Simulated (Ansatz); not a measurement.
**Errors in the atomisation enthalpy at 298 K**

10 molecules holding Si, Ge, B, Al, Ga, P or As; the atomisation enthalpy at 298 K in kJ/mol, computed less measured. Shapes, held fixed at every level: PBE0-D4/def2-TZVP. Thermal terms are harmonic and unscaled (PBE0-D4/def2-TZVP); the spin-orbit lowering of the free atoms is taken from their spectra. Programs: Ansatz 0.2.0. Measured values: CRC Handbook of Chemistry and Physics, NIST-JANAF tables.

Levels: A = HF/def2-SVP; B = PBE0-D4/def2-TZVPP; C = wB97X-V/def2-TZVPP.

```json
{"molecule": "AsF3 (arsenic trifluoride)", "from tabulated heats": "1326", "A": "-598", "B": "-10", "C": "+40"}
{"molecule": "BBr3 (boron tribromide)", "from tabulated heats": "1110", "A": "-303", "B": "+33", "C": "-4"}
{"molecule": "BBrCl2 (bromodichloroborane)", "from tabulated heats": "1262", "A": "-306", "B": "+33", "C": "+3"}
{"molecule": "BCl2F (dichlorofluoroborane)", "from tabulated heats": "1537", "A": "-350", "B": "+17", "C": "+1"}
{"molecule": "BCl3 (boron trichloride)", "from tabulated heats": "1337", "A": "-307", "B": "+34", "C": "+7"}
{"molecule": "SiBr4 (tetrabromosilane)", "from tabulated heats": "1313", "A": "-452", "B": "+10", "C": "-5"}
{"molecule": "SiH3I (SMILES [SiH3]I)", "from tabulated heats": "1213", "A": "-320", "B": "-14", "C": "+14"}
{"molecule": "SiH4 (silane)", "from tabulated heats": "1288", "A": "-289", "B": "-25", "C": "+19"}
{"molecule": "PF5 (pentafluorophosphorane)", "from tabulated heats": "2308", "A": "-979", "B": "-61", "C": "-10"}
{"molecule": "Si(CH3)Cl3 (methyltrichlorosilane)", "from tabulated heats": "2714", "A": "-670", "B": "+51", "C": "+53"}
```

(1) Which level does best on this set, which worst, and which err to one side?

Answers

(1) 
```csv
level,kind,mean error,mean absolute error,worst case
HF/def2-SVP,Hartree–Fock,-457.4,457.4,PF5
PBE0-D4/def2-TZVPP,global hybrid,+6.8,28.8,PF5
wB97X-V/def2-TZVPP,range-separated hybrid,+11.8,15.6,Si(CH3)Cl3
```

On this set wB97X-V/def2-TZVPP has the smallest mean absolute error and HF/def2-SVP the largest. HF/def2-SVP is too low in 10 of 10; wB97X-V/def2-TZVPP is too high in 7 of 10. The heats of SiBr4 (tetrabromosilane), PF5 (pentafluorophosphorane) come from older tables and can be uncertain by 10 kJ/mol or more. The molecules' own spin-orbit lowering is left out, so errors for iodides read a little too negative. Heats of the atoms come from ATcT where it has them, that of boron, 570 kJ/mol, from recent work. The levels differ in basis as well as in method. The tabulated values of AsF3, BBr3, BBrCl2, BCl2F, SiH3I, Si(CH3)Cl3 are in doubt (older tables, estimates, or at odds with other calculations) and kept here. Over the 4 molecules whose values aren't doubted the mean absolute errors are A 506.8; B 32.5; C 10.2. Hartree–Fock lacks correlation and underbinds. For atoms past krypton def2 sets carry core potentials with scalar relativity. Relativity is left out for As, Br. The set is small.
